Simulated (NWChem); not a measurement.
System meant: InHI2; SMILES [I][InH][I]

NWChem input:

```
start job
memory heap 200 mb stack 900 mb global 1100 mb
geometry units angstroms noautoz
  In     0.000000     0.000000    -0.952282
  H      0.000000     0.000000    -2.681368
  I     -2.267493     0.000000     0.499518
  I      2.267493     0.000000     0.499518
end
basis spherical
  * library def2-svp
end
dft
  xc pbe0
  iterations 150
  mulliken
end
task dft energy
```

End of the output:

```
             Grid Information
             ----------------
          Grid used for XC integration:  medium
          Radial quadrature: Mura-Knowles
          Angular quadrature: Lebedev.
          Tag              B.-S. Rad. Rad. Pts. Rad. Cut. Ang. Pts.
          ---              ---------- --------- --------- ---------
          In                  1.55      123          10.0       590
          H                   0.35       45          11.0       434
          I                   1.40      123          12.0       590
          Grid pruning is: on
          Number of quadrature shells:   291
          Spatial weights used:  Erf1

          Convergence Information
          -----------------------
          Convergence aids based upon iterative change in
          total energy or number of iterations.
          Levelshifting, if invoked, occurs when the
          HOMO/LUMO gap drops below (HL_TOL):  1.00D-02
          DIIS, if invoked, will attempt to extrapolate
          using up to (NFOCK): 10 stored Fock matrices.

                    Damping( 0%)  Levelshifting(0.5)       DIIS
                  --------------- ------------------- ---------------
          dE  on:    start            ASAP                start
          dE off:    2 iters        150 iters           150 iters

      Screening Tolerance Information
      -------------------------------
          Density screening/tol_rho:  1.00D-10
          AO Gaussian exp screening on grid/accAOfunc:  14
          CD Gaussian exp screening on grid/accCDfunc:  20
          XC Gaussian exp screening on grid/accXCfunc:  20
          Schwarz screening/accCoul:  1.00D-08

      Superposition of Atomic Density Guess
      -------------------------------------

      charge =      49.0 In (Indium)

      symmetry species            s     p     d     f
      number of basis functions =10     7     6
      number of cont. functions = 4     4     2
      number of closed shells   = 5     3     2
      number of open shells     = 0     1     0
      open shell occupation     = 0     1     0
 ------------------------------------------------------------------------
 atomscf:atomd: error in atom scf                   0
 ------------------------------------------------------------------------
 ------------------------------------------------------------------------
  current input line :
    17: task dft energy
 ------------------------------------------------------------------------
 ------------------------------------------------------------------------
 This error has not yet been assigned to a category
 ------------------------------------------------------------------------
 For more information see the NWChem manual at https://nwchemgit.github.io

0:atomscf:atomd: error in atom scf:Received an Error in Communication
```

Question: What is wrong, and how is it mended?

Answer: The run crashed. Cause: the def2 basis of a heavy element holds valence functions alone and wants its effective core potential (without it all electrons must fit into that basis). This input runs:
```
start job
memory heap 200 mb stack 900 mb global 1100 mb
geometry units angstroms noautoz
  In     0.000000     0.000000    -0.952282
  H      0.000000     0.000000    -2.681368
  I     -2.267493     0.000000     0.499518
  I      2.267493     0.000000     0.499518
end
basis spherical
  In library def2-svp
  H library def2-svp
  I library def2-svp
end
ecp
  In library def2-ecp
  I library def2-ecp
end
dft
  xc pbe0
  iterations 150
  mulliken
end
task dft energy
```
It converges to -786.25667 Ha (PBE0/def2-SVP with def2 effective core potentials on In, I).
